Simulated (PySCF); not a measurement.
BH$_{4}$OSi, BH$_{4}$Si, B$_{2}$H$_{5}$NSi, CH$_{8}$B$_{2}$Si (calculated)

All values are calculated (PySCF 2.14.0). Calculation on a computer-drawn molecule: the log of a Hartree-Fock and frozen-core CCSD(T) single point meant for a local Hartree-Fock minimum, with one planted fault or none, to be diagnosed. Offsets are logged minus clean, where the clean run is the same molecule without the fault. The reference is restricted for singlets and unrestricted otherwise, and also for a bond in bohr or an excited solution. Adding or removing an electron swaps singlet and doublet. The excited solution moves the top pair (singlet) or top alpha electron (doublet) to the lowest empty orbital. Highest occupied and lowest empty are orbital energies over both spins, largest force is the largest gradient component, triples share is (T) over the correlation energy, the T1 limit is 0.02 restricted and 0.045 unrestricted, electrons count all cores, a negative frequency is imaginary (commonest isotopes), and the dipole is about the centre of nuclear charge.

Common to all runs: logged SCF converged yes; possible faults no fault, one electron removed, one electron added, multiplicity raised by two, geometry at a saddle point, SCF held on an excited solution, minimal basis STO-3G, one bond length entered in bohr, all coordinates scaled.

(1) 
```xyz
7
formula=BH4OSi meant_charge=-1 meant_multiplicity=1 meant_basis=aug-cc-pV(D+d)Z logged_electrons=32 logged_basis_functions=114 logged_spin_squared=0 logged_highest_occupied=-1.1342 logged_lowest_empty=3.8637 logged_largest_force=0.027973 logged_T1_diagnostic=0.018843 logged_D1_diagnostic=0.056099 logged_triples_share=0.037535 logged_CC_converged=yes logged_dipole_magnitude=3.9898 logged_SCF_stable_within_its_kind=yes logged_energy_HF=-390.80745 logged_energy_CCSD(T)=-391.28672 planted_fault=all_coordinates_scaled,by_+2.9_% HF_energy_offset_from_clean_run=2.955 CCSD(T)_energy_offset_from_clean_run=-0.00995
B     -1.8594     0.7217     0.2504
Si     0.0308     0.8846    -0.0476
O      1.3053     0.8152     1.1615
H     -2.3428     0.5448     1.3882
H     -2.6254     0.7957    -0.7295
H      0.8073     1.1014    -1.3459
H      0.9505     0.6780     2.0530
```

Units: logged_highest_occupied, logged_lowest_empty in eV; logged_largest_force in hartree/bohr; logged_dipole_magnitude in debye; logged_energy_HF, logged_energy_CCSD(T) in hartree; HF_energy_offset_from_clean_run, CCSD(T)_energy_offset_from_clean_run in kcal/mol.

Drawn bonds:
```csv
atom,other atom,order
1,2,1
2,3,1
1,4,1
1,5,1
2,6,1
3,7,1
```

(2) 
```xyz
7
formula=BH4OSi meant_charge=-1 meant_multiplicity=1 meant_basis=aug-cc-pV(D+d)Z logged_electrons=32 logged_basis_functions=114 logged_spin_squared=2.0101 logged_highest_occupied=0.79092 logged_lowest_empty=3.3034 logged_largest_force=0.057917 logged_T1_diagnostic=0.044879 logged_D1_diagnostic=0.24272 logged_triples_share=0.033059 logged_CC_converged=yes logged_dipole_magnitude=11.851 logged_SCF_stable_within_its_kind=yes logged_energy_HF=-390.7716 logged_energy_CCSD(T)=-391.21562 planted_fault=multiplicity_raised_by_two HF_energy_offset_from_clean_run=25.45 CCSD(T)_energy_offset_from_clean_run=44.61
B     -1.8070     0.7014     0.2434
Si     0.0299     0.8596    -0.0462
O      1.2685     0.7922     1.1287
H     -2.2768     0.5295     1.3491
H     -2.5514     0.7732    -0.7089
H      0.7845     1.0704    -1.3080
H      0.9237     0.6589     1.9952
```

Units: logged_highest_occupied, logged_lowest_empty in eV; logged_largest_force in hartree/bohr; logged_dipole_magnitude in debye; logged_energy_HF, logged_energy_CCSD(T) in hartree; HF_energy_offset_from_clean_run, CCSD(T)_energy_offset_from_clean_run in kcal/mol.

Drawn bonds:
```csv
atom,other atom,order
1,2,1
2,3,1
1,4,1
1,5,1
2,6,1
3,7,1
```

Notes: highest electron not bound in this basis.

(3) 
```xyz
6
formula=BH4Si meant_charge=0 meant_multiplicity=2 meant_basis=cc-pV(D+d)Z logged_electrons=23 logged_basis_functions=57 logged_spin_squared=1.5928 logged_highest_occupied=-8.2935 logged_lowest_empty=0.22804 logged_largest_force=0.0089174 logged_T1_diagnostic=0.071287 logged_D1_diagnostic=0.2329 logged_triples_share=0.048004 logged_CC_converged=yes logged_dipole_magnitude=0.61709 logged_SCF_stable_within_its_kind=yes logged_energy_HF=-315.76428 logged_energy_CCSD(T)=-315.98124 planted_fault=one_bond_length_entered_in_bohr,row_4_of_the_drawn_bonds HF_energy_offset_from_clean_run=73.19 CCSD(T)_energy_offset_from_clean_run=75.34
B      0.4462     1.5611    -0.7666
Si    -0.5326     1.3831    -2.4426
H      1.0906     2.5478    -0.5507
H      0.4040     0.6841     0.0484
H     -0.5535     3.3142    -4.4552
H     -1.3536     0.2101    -2.8014
```

Units: logged_highest_occupied, logged_lowest_empty in eV; logged_largest_force in hartree/bohr; logged_dipole_magnitude in debye; logged_energy_HF, logged_energy_CCSD(T) in hartree; HF_energy_offset_from_clean_run, CCSD(T)_energy_offset_from_clean_run in kcal/mol.

Drawn bonds:
```csv
atom,other atom,order
1,2,1
1,3,1
1,4,1
2,5,1
2,6,1
```

Notes: T1 above single-reference limit.

(4) 
```xyz
9
formula=B2H5NSi meant_charge=0 meant_multiplicity=1 meant_basis=cc-pV(D+d)Z logged_electrons=36 logged_basis_functions=90 logged_spin_squared=1.0384 logged_highest_occupied=-9.1023 logged_lowest_empty=0.45109 logged_largest_force=0.010269 logged_T1_diagnostic=0.027915 logged_D1_diagnostic=0.099423 logged_triples_share=0.032134 logged_CC_converged=yes logged_dipole_magnitude=0.30804 logged_SCF_stable_within_its_kind=yes logged_energy_HF=-395.5355 logged_energy_CCSD(T)=-395.99755 planted_fault=one_bond_length_entered_in_bohr,row_2_of_the_drawn_bonds HF_energy_offset_from_clean_run=68.95 CCSD(T)_energy_offset_from_clean_run=85.5
B     -0.0452     2.8001    -0.2531
Si    -1.9963     2.2207    -0.1303
B     -2.2345    -1.2210    -1.7312
N     -2.2769    -2.3323    -2.2553
H      0.3613     3.4105    -1.2017
H      0.7399     2.5043     0.6036
H     -2.4667     2.1101     1.2719
H     -2.9098     3.1328    -0.8604
H     -2.3274    -3.2237    -2.6724
```

Units: logged_highest_occupied, logged_lowest_empty in eV; logged_largest_force in hartree/bohr; logged_dipole_magnitude in debye; logged_energy_HF, logged_energy_CCSD(T) in hartree; HF_energy_offset_from_clean_run, CCSD(T)_energy_offset_from_clean_run in kcal/mol.

Drawn bonds:
```csv
atom,other atom,order
1,2,1
2,3,1
3,4,2
1,5,1
1,6,1
2,7,1
2,8,1
4,9,1
```

(5) 
```xyz
9
formula=B2H5NSi meant_charge=0 meant_multiplicity=1 meant_basis=cc-pV(D+d)Z logged_electrons=36 logged_basis_functions=90 logged_spin_squared=0 logged_highest_occupied=-5.9415 logged_lowest_empty=-4.0625 logged_largest_force=0.11139 logged_CC_converged=no logged_dipole_magnitude=3.1205 logged_SCF_stable_within_its_kind=no logged_energy_HF=-395.24976 planted_fault=SCF_held_on_an_excited_solution HF_energy_offset_from_clean_run=248.3
B     -0.0452     2.8001    -0.2531
Si    -1.9963     2.2207    -0.1303
B     -2.1224     0.3994    -0.9775
N     -2.1648    -0.7118    -1.5015
H      0.3613     3.4105    -1.2017
H      0.7399     2.5043     0.6036
H     -2.4667     2.1101     1.2719
H     -2.9098     3.1328    -0.8604
H     -2.2153    -1.6033    -1.9186
```

Units: logged_highest_occupied, logged_lowest_empty in eV; logged_largest_force in hartree/bohr; logged_dipole_magnitude in debye; logged_energy_HF in hartree; HF_energy_offset_from_clean_run in kcal/mol.

Drawn bonds:
```csv
atom,other atom,order
1,2,1
2,3,1
3,4,2
1,5,1
1,6,1
2,7,1
2,8,1
4,9,1
```

Notes: CCSD not converged.

(6) 
```xyz
9
formula=B2H5NSi meant_charge=0 meant_multiplicity=1 meant_basis=cc-pV(D+d)Z logged_electrons=36 logged_basis_functions=90 logged_spin_squared=2.0143 logged_highest_occupied=-7.7844 logged_lowest_empty=-1.7705 logged_largest_force=0.05873 logged_T1_diagnostic=0.020889 logged_D1_diagnostic=0.088675 logged_triples_share=0.034401 logged_CC_converged=yes logged_dipole_magnitude=2.0999 logged_SCF_stable_within_its_kind=yes logged_energy_HF=-395.52181 logged_energy_CCSD(T)=-396.00261 planted_fault=multiplicity_raised_by_two HF_energy_offset_from_clean_run=77.54 CCSD(T)_energy_offset_from_clean_run=82.33
B     -0.0452     2.8001    -0.2531
Si    -1.9963     2.2207    -0.1303
B     -2.1224     0.3994    -0.9775
N     -2.1648    -0.7118    -1.5015
H      0.3613     3.4105    -1.2017
H      0.7399     2.5043     0.6036
H     -2.4667     2.1101     1.2719
H     -2.9098     3.1328    -0.8604
H     -2.2153    -1.6033    -1.9186
```

Units: logged_highest_occupied, logged_lowest_empty in eV; logged_largest_force in hartree/bohr; logged_dipole_magnitude in debye; logged_energy_HF, logged_energy_CCSD(T) in hartree; HF_energy_offset_from_clean_run, CCSD(T)_energy_offset_from_clean_run in kcal/mol.

Drawn bonds:
```csv
atom,other atom,order
1,2,1
2,3,1
3,4,2
1,5,1
1,6,1
2,7,1
2,8,1
4,9,1
```

(7) 
```xyz
9
formula=B2H5NSi meant_charge=0 meant_multiplicity=1 meant_basis=cc-pV(D+d)Z logged_electrons=36 logged_basis_functions=90 logged_spin_squared=0 logged_highest_occupied=-11.086 logged_lowest_empty=1.1586 logged_largest_force=2.905e-05 logged_lowest_frequency=89.414 logged_T1_diagnostic=0.016334 logged_D1_diagnostic=0.04291 logged_triples_share=0.032986 logged_CC_converged=yes logged_dipole_magnitude=0.52465 logged_SCF_stable_within_its_kind=yes logged_energy_HF=-395.64538 logged_energy_CCSD(T)=-396.13381 planted_fault=no_fault HF_energy_offset_from_clean_run=0 CCSD(T)_energy_offset_from_clean_run=0
B     -0.0452     2.8001    -0.2531
Si    -1.9963     2.2207    -0.1303
B     -2.1224     0.3994    -0.9775
N     -2.1648    -0.7118    -1.5015
H      0.3613     3.4105    -1.2017
H      0.7399     2.5043     0.6036
H     -2.4667     2.1101     1.2719
H     -2.9098     3.1328    -0.8604
H     -2.2153    -1.6033    -1.9186
```

Units: logged_highest_occupied, logged_lowest_empty in eV; logged_largest_force in hartree/bohr; logged_lowest_frequency in cm⁻¹; logged_dipole_magnitude in debye; logged_energy_HF, logged_energy_CCSD(T) in hartree; HF_energy_offset_from_clean_run, CCSD(T)_energy_offset_from_clean_run in kcal/mol.

Drawn bonds:
```csv
atom,other atom,order
1,2,1
2,3,1
3,4,2
1,5,1
1,6,1
2,7,1
2,8,1
4,9,1
```

(8) 
```xyz
12
formula=CH8B2Si meant_charge=0 meant_multiplicity=1 meant_basis=cc-pV(D+d)Z logged_electrons=38 logged_basis_functions=105 logged_spin_squared=0 logged_highest_occupied=-10.117 logged_lowest_empty=0.96532 logged_largest_force=0.033781 logged_T1_diagnostic=0.013167 logged_D1_diagnostic=0.038722 logged_triples_share=0.028183 logged_CC_converged=yes logged_dipole_magnitude=0.77906 logged_SCF_stable_within_its_kind=yes logged_energy_HF=-380.75125 logged_energy_CCSD(T)=-381.25227 planted_fault=all_coordinates_scaled,by_+5.8_% HF_energy_offset_from_clean_run=17.75 CCSD(T)_energy_offset_from_clean_run=13.8
B     -0.4626     3.3561    -0.6458
Si     0.5034     1.4561    -0.2921
B     -0.4138     0.5696     1.4670
C     -1.5108    -0.6835     1.4237
H     -1.4967     3.4476    -1.3785
H     -0.0486     4.4196    -0.0880
H      2.0449     1.6661    -0.0420
H      0.3499     0.5151    -1.5470
H     -0.0677     1.0219     2.6079
H     -0.8872    -1.6402     1.6597
H     -2.0214    -0.8597     0.4030
H     -2.3134    -0.6148     2.2542
```

Units: logged_highest_occupied, logged_lowest_empty in eV; logged_largest_force in hartree/bohr; logged_dipole_magnitude in debye; logged_energy_HF, logged_energy_CCSD(T) in hartree; HF_energy_offset_from_clean_run, CCSD(T)_energy_offset_from_clean_run in kcal/mol.

Drawn bonds:
```csv
atom,other atom,order
1,2,1
2,3,1
3,4,1
1,5,1
1,6,1
2,7,1
2,8,1
3,9,1
4,10,1
4,11,1
4,12,1
```
